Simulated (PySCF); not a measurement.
Isomers of C5H6O4.

All values: PBE0/pcSseg-1 (PySCF) at GFN2-xTB geometries, gas phase, one conformer each.

Question: Rank by HOMO–LUMO gap, highest first.
A. `[CH2:1]=[C:2]([C:3](=[O:4])[OH:5])[C:6](=[O:7])[O:8][CH3:9]` with C1–C2–C3–O4 -27°, C2–C3–O5–H 180°, C1–C2–C6–O7 -29°, C2–C6–O8–C9 -179°
B. `[CH3:1][C@@H:2]1[CH2:3][O:4][C:5](=[O:6])[C:7](=[O:8])[O:9]1` with C1–C2–C3–O4 178°, C2–C3–O4–C5 41°, C3–O4–C5–O6 -176°, O4–C5–C7–O8 150°
C. `[O:1]=[CH:2][O:3][C@@H:4]1[O:5][CH2:6][C@@H:7]1[CH:8]=[O:9]` with O1–C2–O3–C4 -5°, C2–O3–C4–O5 -112°, C6–C7–C8–O9 17°

Answer: C (6.81 eV), B (6.29 eV), A (6.00 eV).

Question: Rank by LUMO energy, highest first.
A. `[O:1]=[CH:2][O:3][C@@H:4]1[O:5][CH2:6][C@@H:7]1[CH:8]=[O:9]` with O1–C2–O3–C4 -5°, C2–O3–C4–O5 -112°, C6–C7–C8–O9 17°
B. `[CH3:1][C@@H:2]1[CH2:3][O:4][C:5](=[O:6])[C:7](=[O:8])[O:9]1` with C1–C2–C3–O4 178°, C2–C3–O4–C5 41°, C3–O4–C5–O6 -176°, O4–C5–C7–O8 150°
C. `[O:1]=[CH:2][O:3][C@H:4]1[O:5][CH2:6][CH2:7][C:8]1=[O:9]` with O1–C2–O3–C4 2°, C2–O3–C4–O5 115°, O3–C4–O5–C6 86°, C4–O5–C6–C7 34°, O5–C6–C7–C8 -25°, C6–C7–C8–O9 -171°

Answer: A (-1.11 eV), C (-1.36 eV), B (-1.91 eV).

Question: Rank by dipole moment, lowest first.
A. `[O:1]=[CH:2][O:3][C@H:4]1[O:5][CH2:6][CH2:7][C:8]1=[O:9]` with O1–C2–O3–C4 2°, C2–O3–C4–O5 115°, O3–C4–O5–C6 86°, C4–O5–C6–C7 34°, O5–C6–C7–C8 -25°, C6–C7–C8–O9 -171°
B. `[CH3:1][C@@H:2]1[CH2:3][O:4][C:5](=[O:6])[C:7](=[O:8])[O:9]1` with C1–C2–C3–O4 178°, C2–C3–O4–C5 41°, C3–O4–C5–O6 -176°, O4–C5–C7–O8 150°
C. `[CH2:1]=[C:2]([C:3](=[O:4])[OH:5])[C:6](=[O:7])[O:8][CH3:9]` with C1–C2–C3–O4 -27°, C2–C3–O5–H 180°, C1–C2–C6–O7 -29°, C2–C6–O8–C9 -179°
D. `[O:1]=[CH:2][O:3][C@@H:4]1[O:5][CH2:6][C@@H:7]1[CH:8]=[O:9]` with O1–C2–O3–C4 -5°, C2–O3–C4–O5 -112°, C6–C7–C8–O9 17°

Answer: C (1.65 D), D (2.06 D), A (3.96 D), B (6.59 D).

All values together:

```
                 SMILES  μ (D)  HOMO (eV)  LUMO (eV)  lowest IAO charge (e)  highest IAO charge (e)  lowest Hirshfeld charge (e)  highest Hirshfeld charge (e)
     C=C(C(=O)O)C(=O)OC   1.65      -7.87      -1.87             -0.468 (O)              +0.528 (C)                   -0.270 (O)                    +0.204 (C)
      O=CO[C@H]1OCCC1=O   3.96      -7.73      -1.36             -0.432 (O)              +0.409 (C)                   -0.241 (O)                    +0.184 (C)
O=CO[C@@H]1OC[C@@H]1C=O   2.06      -7.91      -1.11             -0.431 (O)              +0.407 (C)                   -0.241 (O)                    +0.186 (C)
 C[C@@H]1COC(=O)C(=O)O1   6.59      -8.20      -1.91             -0.428 (C)              +0.456 (C)                   -0.231 (O)                    +0.195 (C)
```

Conformers: `[CH2:1]=[C:2]([C:3](=[O:4])[OH:5])[C:6](=[O:7])[O:8][CH3:9]` with C1–C2–C3–O4 -27°, C2–C3–O5–H 180°, C1–C2–C6–O7 -29°, C2–C6–O8–C9 -179°; `[O:1]=[CH:2][O:3][C@H:4]1[O:5][CH2:6][CH2:7][C:8]1=[O:9]` with O1–C2–O3–C4 2°, C2–O3–C4–O5 115°, O3–C4–O5–C6 86°, C4–O5–C6–C7 34°, O5–C6–C7–C8 -25°, C6–C7–C8–O9 -171°; `[O:1]=[CH:2][O:3][C@@H:4]1[O:5][CH2:6][C@@H:7]1[CH:8]=[O:9]` with O1–C2–O3–C4 -5°, C2–O3–C4–O5 -112°, C6–C7–C8–O9 17°; `[CH3:1][C@@H:2]1[CH2:3][O:4][C:5](=[O:6])[C:7](=[O:8])[O:9]1` with C1–C2–C3–O4 178°, C2–C3–O4–C5 41°, C3–O4–C5–O6 -176°, O4–C5–C7–O8 150°.
